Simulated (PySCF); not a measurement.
Cl₂GeH₄Si, SMILES Cl[SiH](Cl)[GeH3].

Geometry: ωB97X-D3(BJ)/def2-SVP. The structure was generated by enumeration, and PubChem lists no compound with its InChIKey, so it may never have been made.

Method: PySCF with TDDFT-PBE/def2-SVPD.

Vertical excitations. Gas-phase values at a fixed geometry. State labels are in the subgroup Cs.

Computed lowest excited states:
| state | symmetry | energy (eV) | λ (nm) | f | main pairs |
|---|---|---|---|---|---|
| S1 | A' | 5.89 | 210 | 0.017 | HOMO→LUMO 97 % |
| S2 | A" | 6.05 | 205 | 0.012 | HOMO→LUMO+1 97 % |
| S3 | A' | 6.62 | 187 | 0.137 | HOMO→LUMO+2 75 % |
| S4 | A' | 6.72 | 185 | 0.006 | HOMO→LUMO+3 87 % |
| S5 | A" | 6.76 | 184 | 0.011 | HOMO−1→LUMO 89 % |
| S6 | A' | 6.84 | 181 | 0.033 | HOMO−1→LUMO+1 82 % |
| S7 | A" | 6.91 | 179 | 0.008 | HOMO−2→LUMO 90 % |
| S8 | A' | 7.05 | 176 | 0.051 | HOMO−3→LUMO 72 % |
| S9 | A' | 7.06 | 176 | 0.037 | HOMO−2→LUMO+1 77 %, HOMO−3→LUMO 15 % |
| S10 | A" | 7.17 | 173 | 0.001 | HOMO−1→LUMO+2 94 % |
| T1 | A' | 5.45 | 228 | 0 | HOMO→LUMO 99 % |
| T2 | A" | 5.53 | 224 | 0 | HOMO→LUMO+1 99 % |
| T3 | A' | 6.01 | 206 | 0 | HOMO→LUMO+2 97 % |
| T4 | A" | 6.39 | 194 | 0 | HOMO−1→LUMO 98 % |
Triplets are in the Tamm–Dancoff approximation, which puts them higher than full response would, so one can lie above its singlet here.
